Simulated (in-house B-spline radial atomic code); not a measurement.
Settings and results of a run for the neodymium ion Nd⁺. Computed with an all-electron radial atomic-structure program (B-spline basis): scalar-relativistic (X2C) Hartree-Fock, spin-polarised, averaged over the determinants with the given up and down occupations, Fermi nucleus of rms radius 4.9123 fm, inside a hard spherical wall at 3.82 bohr.

Command:
```bash
python run_scf.py task.json out
```
Settings (nuclear radius in fm, mass in u):
```
Z                60
configuration    [Kr] 4d9 4f5 5s2 5p6 6s1
hamiltonian      x2c
method           hf
spin_polarised   True
nucleus          fermi
rms_radius       4.9123
atomic_mass      141.90773
speed_of_light   137.035999084
wall_radius      3.82
```

Output (hartree, bohr):
```
 radial grid: 61 intervals, B-splines of order 8, outer radius 3.82 bohr

 iter        energy (Eh)    residual
    1       -9605.536503    5.41e-01
    2       -9608.570005    4.43e-01
    3       -9614.417389    7.29e-02
    4       -9614.572620    2.34e-02
    5       -9614.582039    2.90e-03
    6       -9614.582686    3.11e-03
    7       -9614.582903    1.11e-03
    8       -9614.582935    2.31e-04
    9       -9614.582937    2.97e-05
   10       -9614.582937    4.86e-06
   11       -9614.582937    3.24e-07

 total energy                     -9614.58294
 kinetic                           10377.8186
 electron-nucleus                 -23508.0375
 electron-electron                  3515.6360

 orbital      occ     eigenvalue          <r>       <r^2>       <1/r>       r_max
 1s up      1.000     -1609.1010    0.0229447 0.000725823     70.2821     0.01429
 1s down    1.000     -1609.0949    0.0229447 0.000725824      70.282     0.01429
 2s up      1.000      -264.5746     0.100229   0.0119222     16.1658     0.08527
 2s down    1.000      -264.5332     0.100224   0.0119208     16.1667     0.08527
 2p up      3.000      -236.5748    0.0884373  0.00956482     14.4911     0.06854
 2p down    3.000      -236.5373    0.0884276  0.00956254     14.4924     0.06853
 3s up      1.000       -59.2441     0.264927   0.0803485     5.79543      0.2432
 3s down    1.000       -59.1314     0.264623   0.0801391     5.80172      0.2431
 3p up      3.000       -50.1907     0.263269   0.0804578     5.31819      0.2382
 3p down    3.000       -50.0689     0.262802   0.0801342     5.32632      0.2381
 3d up      5.000       -37.4985     0.241344   0.0685772     4.99486      0.1959
 3d down    5.000       -37.3482     0.241005    0.068346      4.9996      0.1959
 4s up      1.000       -12.7351     0.607121    0.415597     2.36343      0.5651
 4s down    1.000       -12.3180     0.606523    0.414674     2.36347      0.5643
 4p up      3.000        -9.6704     0.642683    0.469355     2.14608      0.5897
 4p down    3.000        -9.2023     0.641792    0.467901     2.14611      0.5885
 4d up      5.000        -5.2063     0.708409    0.581976     1.86451      0.6202
 4d down    4.000        -4.7300     0.708335    0.582128     1.86472       0.619
 4f up      5.000        -0.4942     0.976723     1.20951     1.32485      0.6639
 5s up      1.000        -1.9742      1.46896     2.41574    0.900521        1.32
 5s down    1.000        -1.8052       1.5156     2.56745    0.862276       1.351
 5p up      3.000        -1.1079      1.68622     3.17458    0.763419       1.498
 5p down    3.000        -0.9880      1.71596     3.27596    0.741737       1.529
 6s up      1.000         0.2422      2.40278     6.33658    0.558337        2.68

 Slater integrals (Eh)
   F0(4d up,4d up)               1.271752
   F2(4d up,4d up)               0.648814
   F4(4d up,4d up)               0.434094
   F0(4d up,4d down)             1.271888
   F2(4d up,4d down)             0.648741
   F4(4d up,4d down)             0.433962
   F0(4d up,4f up)               1.080518
   F2(4d up,4f up)               0.512403
   F4(4d up,4f up)               0.325686
   G1(4d up,4f up)               0.606636
   G3(4d up,4f up)               0.377869
   G5(4d up,4f up)               0.266385
   F0(4d down,4d down)           1.272025
   F2(4d down,4d down)           0.648672
   F4(4d down,4d down)           0.433833
   F0(4d down,4f up)             1.080617
   F2(4d down,4f up)             0.512366
   F4(4d down,4f up)             0.325624
   F0(4f up,4f up)               0.947931
   F2(4f up,4f up)               0.445760
   F4(4f up,4f up)               0.278633
   F6(4f up,4f up)               0.200150
```

Run time, properties included: 0.26 s on 1 thread of Arm Neoverse V2, on a shared host.

One-electron X2C: radii and densities carry no picture-change correction, so inner-shell <1/r> comes out high (for 1s by about 2 % at Z = 33, 5 % at 54, 10 % at 75, 30 % at 118) and <r> low.
